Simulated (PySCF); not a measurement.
Species: C4H2FOS (charge -1).
Atom-mapped SMILES: `[O-:1][c:2]1[s:3][cH:4][cH:5][c:6]1[F:7]`

Probes without a nucleus sit at each ring's centroid and 1 Å off its mean plane on both sides; NICS is minus the shielding there, NICSzz its component along the normal. Level: GIAO PBE0/pcSseg-1 (PySCF, non-relativistic, gas phase) on the GFN2-xTB geometry, one conformer.

Ring bond lengths (Å), with Mayer bond orders in brackets: C2–S3 1.859 (0.91), S3–C4 1.745 (1.07), C4–C5 1.354 (1.53), C5–C6 1.405 (1.29), C6–C2 1.381 (1.33).

Problem. Give the NICS values of each ring in ppm.

Solution. 
```json
{"ring": "C2–S3–C4–C5–C6", "type": "5-membered ring with S; formal bonds all aromatic", "NICS(0)": "-12.1", "NICS(1), two faces": "-7.4 / -7.4", "NICS(1)zz, two faces": "-13.8 / -13.8", "rms pucker (Å)": "0.00", "centre to ring atoms, mean (Å)": "1.31"}
```

Problem. What can be read from them?

Solution. 
- C2–S3–C4–C5–C6: mean NICS(1)zz -13.8 ppm, shielded.

Problem. What does the geometric index give? HOMA = 1 − mean of α(R − Ropt)² over the ring bonds, with Krygowski's 1993 parameters (CC: Ropt 1.388 Å, α 257.7 Å⁻²; CS: Ropt 1.677 Å, α 94.09 Å⁻²).

Solution. 
- C2–S3–C4–C5–C6: HOMA 0.21; the largest term is that of C2–S3, α(R − Ropt)² = 3.12.

Problem. What is the mean of the two in-plane components of NICS at the first NICS(1) probe listed for ring C2–S3–C4–C5–C6, 1 Å off the ring?

Solution. The isotropic value is a third of the trace: (3 × -7.4 − (-13.8))/2 = -4.2 ppm.

Problem. List the ring angles and the Hirshfeld charges of the ring atoms.

Solution. 
- C2–S3–C4–C5–C6: C2 104.1° (+0.009 e), S3 92.4° (-0.112 e), C4 111.6° (-0.177 e), C5 113.2° (-0.135 e), C6 118.7° (-0.049 e); sum 540.0° against 540° for a flat convex ring.
